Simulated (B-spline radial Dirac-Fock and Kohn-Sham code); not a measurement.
## Elastic and transport cross sections of germanium for electrons

The computed values come from a radial atomic solver: relativistic (Dirac) partial waves in the static field of the Dirac-Fock atom with Furness-McCarthy exchange, without polarisation or absorption potentials. Below a few hundred eV the neglected polarisation potential matters, most of all at small angles. σ_tr1 and σ_tr2 weight the cross section with 1 − P₁ and 1 − P₂ of cos θ; "backward" is the share scattered beyond 90°.

| energy (eV) | σ (a₀²) | σ_tr1 (a₀²) | σ_tr2 (a₀²) | σ/σ_tr1 | backward (%) |
| --- | --- | --- | --- | --- | --- |
| 221 | 13.5 | 5.27 | 4.76 | 2.56 | 20 |
| 243 | 13.0 | 5.02 | 4.33 | 2.59 | 19 |
| 245 | 13.0 | 5.00 | 4.29 | 2.59 | 19 |
| 254 | 12.8 | 4.89 | 4.14 | 2.61 | 19 |
| 300 | 11.9 | 4.39 | 3.49 | 2.71 | 18 |
| 326 | 11.5 | 4.13 | 3.21 | 2.78 | 17 |
| 361 | 10.9 | 3.81 | 2.92 | 2.88 | 16 |
| 416 | 10.2 | 3.36 | 2.57 | 3.04 | 15 |
| 451 | 9.81 | 3.12 | 2.40 | 3.14 | 14 |
| 500 | 9.30 | 2.82 | 2.22 | 3.30 | 13 |
| 533 | 8.99 | 2.64 | 2.12 | 3.40 | 13 |
| 542 | 8.92 | 2.60 | 2.09 | 3.43 | 12 |
| 659 | ? | ? | ? | ? | ? |
| 953 | 6.55 | 1.36 | 1.40 | 4.82 | 8.4 |
| 991 | 6.41 | 1.29 | 1.36 | 4.95 | 8.2 |
| 1000 | 6.38 | 1.28 | 1.35 | 4.98 | 8.1 |

Problem. Fill in the row for 659 eV.

Solution. σ = 8.03 a₀², σ_tr1 = 2.10 a₀², σ_tr2 = 1.82 a₀², σ/σ_tr1 = 3.82, backward 11 %. The ratio σ/σ_tr1 is roughly the number of elastic collisions that randomise the direction.
